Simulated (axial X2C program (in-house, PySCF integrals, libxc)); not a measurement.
Nuclear properties of SnBr⁻

Computed with an in-house all-electron X2C program for linear molecules (integrals from PySCF): two-component X2C with atomic mean-field Coulomb and Gaunt terms, Gaussian nuclei, basis Sn dyall-acv3z, Br dyall-acv3z with contracted cores.

R = 2.707 Å (near the PBE0 minimum at charge -1 of the determinant lowest at the starting distance; the state shown can have its own minimum elsewhere).

Determinant lowest in the PBE0 search, Ω = 1 (⟨Sz⟩ = 1.00, ⟨Lz⟩ = 0.00 at PBE0), spin on the atoms Sn 1.01, Br -0.02:

```
    level  Eeff magnitude (GV/cm)  Ws magnitude Sn (kHz)  Ws magnitude Br (kHz)  A∥/gI Sn (MHz)  qzz Sn (a.u.)  A∥/gI Br (MHz)  qzz Br (a.u.)
     PBE0                  0.0629                  0.025                 0.0105            -885           3.20           -31.7           2.79
       HF                    2.05                   1.24                 0.0208            -972           3.63           -9.07           2.43
BHandHLYP                   0.329                  0.118                 0.0314            -776           3.58           -17.1           2.59
      PBE                   0.335                  0.182                  0.012            -831           2.86           -38.3           2.82
      LDA                   0.811                  0.468                 0.0217            -771           2.99           -43.2           2.91
```

Determinant 0.40 eV from it at PBE0 and this distance, Ω = 0 (closed shell), highest spinor 85% Sn p, 6% Br d, 5% Br p:

```tsv
level	qzz Sn (a.u.)	qzz Br (a.u.)
PBE0	3.35	2.67
HF	3.64	2.34
BHandHLYP	3.62	2.53
PBE	3.07	2.68
LDA	3.22	2.76
```

Eeff is the effective electric field on the electron electric dipole moment in this Ω state and Ws the scalar–pseudoscalar constant of the nucleus named (defined with the proton number Z and per Ω); A∥ (defined per Ω) follows by multiplying with gI = μI/(I μN); qzz is the electric field gradient, eQq0 = 234.96 MHz × Q/barn × qzz. The operators were transformed with the bare-nucleus X2C matrices; with these basis sets, hyperfine constants and field gradients can be off by tens of per cent, and where levels differ in sign neither size nor sign is settled.

Problem. With gI(119Sn) = -2.0946, Q(79Br) = 0.3087 barn (g factors from the IAEA table of nuclear moments by Stone; Q from Pyykkö, Mol. Phys. 2018), turn the PBE0 values of the first state into constants in MHz.

Solution. A∥(119Sn) = -885 × -2.0946 = 1850 MHz; eQq0(79Br) = 234.96 × (0.3087) × (2.79) = 202 MHz.

Each state is one determinant with collinear spin, which with several unpaired electrons need not be a pure state. Unrestricted Hartree–Fock can overshoot spin polarisation at the nuclei. In the state Ω = 1 the sign of Eeff differs between levels (HF against PBE0). For an anion, determinants above electron detachment, or with a positive highest level, are held by the basis set. A closed determinant beside an open π² or δ² triplet, such as (π1/2)², mixes with its partner pair into the 0⁺ component of the triplet and ¹Σ⁺, so its energy is not that of a level, and 0⁺ can lie lowest. With several open shells hyperfine constants can be off by a factor of several. Where Eeff spreads by more than a factor of two the levels disagree and none is to be relied on. Open-shell Ω = 0 determinants with evenly filled partner blocks cannot be reached by this program, so the Ω shown need not be the lowest component. States lie within half an eV, so the first need not be the ground state. The sign of Ws at Sn differs between levels in the first state. The sign of Ws at Br differs between levels in the first state. Further determinants of the search, some of them spin-mixed, are not shown. Where a field gradient or hyperfine factor spreads by more than a factor of two over the levels, a constant derived from it is not to be relied on. PBE0 term energies can be off by some tenths of an eV.
